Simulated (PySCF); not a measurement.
Cl4H2Si2, SMILES Cl[SiH2][Si](Cl)(Cl)Cl.

Coordinates come from a ωB97X-D3(BJ)/def2-SVP optimisation. Other conformers were not sampled.

Vertical ionisation energy (IE) and electron affinity (EA) in eV. Rows of orbital energies are one-electron estimates. Where ΔSCF, EOM or ADC give a negative EA the extra electron is unbound and the value depends on the basis.

```csv
level,IE,EA
"−ε(HOMO), −ε(LUMO), HF/def2-TZVP (PySCF)",[?],[?]
"−ε(HOMO), −ε(LUMO), PBE/def2-TZVP (PySCF)",7.28,2.01
```

**Question.** What belongs in the gaps? (The exact figures need the calculation; the answer reports its results.)

**Answer.** 
- −ε(HOMO), −ε(LUMO), HF/def2-TZVP (PySCF), IE: 11.38
- −ε(HOMO), −ε(LUMO), HF/def2-TZVP (PySCF), EA: -2.26
